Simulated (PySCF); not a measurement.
A side-by-side comparison of computed properties.

First species: C4H9FOSi.
Z-matrix (Å and degrees, GFN2-xTB geometry), rows numbered from 1:
```
C 
C   1  1.5199
O   2  1.4154  1  108.30
C   3  1.3536  2  116.82  1  -175.93
C   4  1.3297  3  121.10  2  -176.30
Si  5  1.8675  4  121.83  3     0.66
F   6  1.6180  5  105.72  4   175.14
H   1  1.0865  2  109.87  3   -59.98
H   1  1.0864  2  109.94  3   179.77
H   1  1.0866  2  109.94  3    59.49
H   2  1.0996  1  110.39  3  -120.35
H   2  1.0998  1  110.30  3   120.04
H   4  1.0875  3  115.84  2     4.05
H   5  1.0785  4  117.78  3  -179.12
H   6  1.4571  5  113.76  4    61.25
H   6  1.4580  5  113.88  4   -71.01
```

Second species: C₆H₄N₂O.
SMILES: `N#Cc1ccn(C=O)c1`

Levels: wB97X-D/def2-SVPD for dipole moment, HOMO energy, LUMO energy, HOMO–LUMO gap, static isotropic polarisability and electronic spatial extent ⟨r²⟩ about the centre of nuclear charge; TDDFT wB97X-D/def2-SVPD for lowest singlet excitation; TDA wB97X-D/def2-SVPD for lowest triplet excitation (Tamm–Dancoff); GFN2-xTB for rotational constant A and rotational constant C. Geometries: GFN2-xTB. All species are isolated and taken at one optimised geometry, non-relativistic unless stated. Electronic properties by PySCF.

The conformers computed, where there is a choice (atom-mapped SMILES and torsion angles):
- `[CH3:1][CH2:2][O:3]/[CH:4]=[CH:5]\[SiH2:6][F:7]`: C1–C2–O3–C4 -176°, C2–O3–C4–C5 -176°, C4–C5–Si6–F7 175°
- `[N:1]#[C:2][c:3]1[cH:4][cH:5][n:6]([CH:7]=[O:8])[cH:9]1`: C5–N6–C7–O8 180°

Values for the first species:

```
Dipole moment                                                     : 4.32 D
HOMO energy                                                       : -8.81 eV
LUMO energy                                                       : 1.57 eV
HOMO–LUMO gap                                                     : 10.38 eV
Lowest singlet excitation                                         : 6.28 eV
Lowest triplet excitation (Tamm–Dancoff)                          : 4.07 eV
Static isotropic polarisability                                   : 80.5 au
Electronic spatial extent ⟨r²⟩ about the centre of nuclear charge : 1482 bohr²
Rotational constant A                                             : 6.158 GHz
Rotational constant C                                             : 0.740 GHz
```

Q: Estimate the same properties for the second species, and the change in each.

A: 
```tsv
property	first	second	second less first
dipole moment	4.32 D	5.16 D	+0.84 D
HOMO energy	-8.81 eV	-9.44 eV	-0.63 eV
LUMO energy	1.57 eV	-0.43 eV	-2.00 eV
HOMO–LUMO gap	10.38 eV	9.01 eV	-1.37 eV
lowest singlet excitation	6.28 eV	5.00 eV	-1.28 eV
lowest triplet excitation (Tamm–Dancoff)	4.07 eV	3.56 eV	-0.51 eV
static isotropic polarisability	80.5 au	84.5 au	+4.0 au
electronic spatial extent ⟨r²⟩ about the centre of nuclear charge	1482 bohr²	1261 bohr²	-221 bohr²
rotational constant A	6.158 GHz	4.571 GHz	-1.587 GHz
rotational constant C	0.740 GHz	0.830 GHz	+0.090 GHz
```

On the first: S1 lies 4.10 eV below the HOMO–LUMO gap; its leading configuration is HOMO→LUMO, weight 0.96. The polarisability is 11.93 Å³ as a volume (1 au = 0.148185 Å³), or 1.26 au for each of the 64 electrons.

On the second: In atomic units the dipole is 2.03 e·bohr (1 au = 2.5417 D). The 8 singlets span 5.00 to 7.41 eV, and their oscillator strengths add up to 0.91.
